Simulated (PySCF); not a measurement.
## Finite-field polarisability of Br⁻ (bromine, charge -1)

[Kr], closed-shell 1S. Computed with PySCF 2.14 in def2-QZVPPD, with no relativity, point nucleus. Frozen: [Ar] 3d10. Energy changes in a uniform field (μhartree):

| axis | F (au) | HF | MP2 | CCSD | CCSD(T) |
| --- | --- | --- | --- | --- | --- |
| x | 0.0023 | -104.126 | -112.008 | -109.741 | -112.181 |
| x | 0.0046 | -416.728 | -448.328 | -439.253 | -449.040 |

(1) Derive α along x at CCSD(T) from the two fields.

(2) And the mean polarisability at each level?

The polarisability of an anion needs two sets of diffuse s and p functions; this basis lacks them, so these values show the method and not the converged property.

Answers

(1) With ΔE = −αF²/2 − γF⁴/24, α = −(16 ΔE(F) − ΔE(2F))/(6F²) = 42.40 bohr³.

(2) HF 39.36, MP2 42.34, CCSD 41.48, CCSD(T) 42.40 bohr³.
